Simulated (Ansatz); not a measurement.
Calculated with Ansatz (gas phase, PBE0-D4/def2-TZVP geometries, no zero-point term in ΔE). CCSD(T)/CBS is the MP2 limit (def2-TZVPP, def2-QZVPP) plus CCSD(T) − MP2 in def2-TZVPP, frozen cores. DFT in def2-TZVPP. B3LYP here is the variant with VWN-RPA as its local correlation; programs differ in this. One conformer a species, not always the lowest.

Consider the cleavage of the Si–Si bond: `O[SiH2][SiH2]Cl` + `N[Si](Cl)(Cl)Cl` → `Cl[SiH2]N[Si](Cl)(Cl)Cl` + silanol.

CCSD(T)/CBS gives -17.9 kcal/mol.

Problem. Another level gave -18.4 kcal/mol. Which?
A. B3LYP-D4/def2-TZVPP
B. CCSD(T)/def2-TZVPP
C. SCS-MP2/def2-TZVPP
D. PBE-D4/def2-TZVPP

Solution. B. CCSD(T)/def2-TZVPP -18.4, PBE-D4 -12.6, SCS-MP2/def2-TZVPP -20.5, B3LYP-D4 -17.2 kcal/mol.

Largest T1 diagnostic among the species: 0.011.

From PBE to PBE0 (25 % exact exchange), in def2-TZVPP and without D4, ΔE moves by −1.7 kcal/mol. The D4 term adds −1.8 kcal/mol with B3LYP and −1.1 kcal/mol with PBE0; it sums over pairs of atoms, weighted by their polarisabilities, and B3LYP, whose exchange is more repulsive, gets the larger term.
